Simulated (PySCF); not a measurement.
Compound: C₆H₅F₃O.
Geometry (PBE0-D3(BJ)/def2-SVP, Å), atoms numbered from 1 in this order:
```xyz
15
C6H5F3O angstrom
C      3.2741   -0.1736    0.5026
C      2.0420    0.2409    0.2088
C      1.0267    1.2782    0.0648
C      0.6963    0.0216   -0.1908
O     -0.1943   -0.8695   -0.5708
C     -1.4745   -0.3773   -0.8906
C     -2.3787   -0.3485    0.3262
F     -1.9260    0.4960    1.2519
F     -2.4887   -1.5489    0.8830
F     -3.5949    0.0560   -0.0461
H      3.5302   -1.2318    0.4384
H      4.0441    0.5341    0.8132
H      0.7657    2.3289    0.1539
H     -1.9157   -1.0606   -1.6279
H     -1.4248    0.6372   -1.3161
```

All values: wB97X-D/def2-SVPD (PySCF, non-relativistic), on one gas-phase PBE0-D3(BJ)/def2-SVP geometry that isn't relaxed in the solvent. The solvent is an IEF-PCM continuum (Bondi radii, 1.10 Å for H, scaled by 1.2), and excitations are vertical TDDFT with non-equilibrium linear response and a frozen core. Specific hydrogen bonds and non-electrostatic terms are outside this model.

Gas-phase singlets (H = HOMO, L = LUMO):

| state | E (eV) | λ (nm) | f | leading configurations |
| --- | --- | --- | --- | --- |
| S1 | 5.066 | 245 | 0.037 | H→L 94% |
| S2 | 5.670 | 219 | 0.007 | H→L+1 58%, H→L+2 28% |
| S3 | 6.612 | 188 | 0.105 | H→L+2 32%, H→L+4 22% |
| S4 | 6.760 | 183 | 0.024 | H→L+3 42%, H→L+5 19% |
| S5 | 7.041 | 176 | 0.447 | H→L+6 38%, H→L+5 20% |

Problem. Give the list for acetone (ε = 20.49), n² = 1.85.

Solution. 
```
state  E (eV)  λ (nm)      f  leading configurations  change by rank (eV)
   S1   5.288     234  0.059                 H→L 96%               +0.222
   S2   5.727     216  0.014    H→L+1 78%, H→L+2 14%               +0.057
   S3   6.777     183  0.598    H→L+4 64%, H→L+6 13%               +0.165
   S4   6.960     178  0.119    H→L+5 38%, H→L+3 35%               +0.200
   S5   7.166     173  0.030    H→L+3 31%, H→L+5 29%               +0.125
```

Problem. How does the list change in acetonitrile (ε = 35.69)?

Solution. 
| state | E (eV) | λ (nm) | f | leading configurations | change by rank (eV) |
| --- | --- | --- | --- | --- | --- |
| S1 | 5.299 | 234 | 0.058 | H→L 96% | +0.233 |
| S2 | 5.729 | 216 | 0.015 | H→L+1 79%, H→L+2 14% | +0.059 |
| S3 | 6.784 | 183 | 0.602 | H→L+4 63%, H→L+3 13% | +0.172 |
| S4 | 6.965 | 178 | 0.114 | H→L+5 36%, H→L+3 35% | +0.205 |
| S5 | 7.181 | 173 | 0.028 | H→L+5 30%, H→L+3 30% | +0.140 |

Problem. The ground-state energy changes by -0.281 eV from gas to acetonitrile. By how much does the total energy of gas-phase S1 change?

Solution. E(S1) = E(S0) + excitation energy, so it changes by -0.281 + 0.233 = -0.048 eV: it is lowered less than the ground state, which is what a blue shift means. This is the vertical state, with the slow part of the continuum still set for S0.

Problem. How do the frontier levels move from gas to acetonitrile?

Solution. 
| orbital | gas (eV) | solvent (eV) | change (eV) | Löwdin shares, gas | Löwdin shares, solvent |
| --- | --- | --- | --- | --- | --- |
| LUMO+2 | 2.53 | 2.76 | +0.23 | O5 16 %, F10 14 %, H15 10 %, H14 7 % | F10 18 %, C7 13 %, C1 9 %, F8 9 % |
| LUMO+1 | 1.97 | 2.17 | +0.20 | C6 19 %, C3 11 %, H15 11 %, C4 10 % | C4 14 %, O5 13 %, C1 12 %, C6 10 % |
| LUMO | 1.77 | 1.89 | +0.12 | C3 35 %, C4 26 %, H13 10 %, C2 9 % | C3 37 %, C4 26 %, C2 10 %, H13 10 % |
| HOMO | -7.70 | -7.83 | -0.13 | C1 38 %, C2 23 %, C3 16 %, C4 9 % | C1 38 %, C2 22 %, C3 16 %, C4 10 % |
| HOMO-1 | -10.92 | -10.93 | -0.01 | C2 25 %, C1 18 %, C3 15 %, C4 15 % | C2 26 %, C1 16 %, C3 16 %, C4 15 % |
| HOMO-2 | -11.57 | -11.46 | +0.11 | O5 31 %, C2 18 %, C3 14 %, C4 10 % | O5 32 %, C2 16 %, C3 11 %, C4 9 % |
| HOMO-3 | -12.18 | -12.06 | +0.12 | O5 27 %, C3 24 %, C4 16 %, C2 11 % | O5 30 %, C3 23 %, C4 15 %, C2 10 % |

The HOMO–LUMO gap goes from 9.47 to 9.72 eV. Rows go by rank; for LUMO, LUMO+1 and LUMO+2 the atom shares or the degeneracy differ between the runs, so the row needn't follow one orbital.

wB97X-D is run here without its empirical dispersion term; that term would change no orbital, density or response property at a fixed geometry.
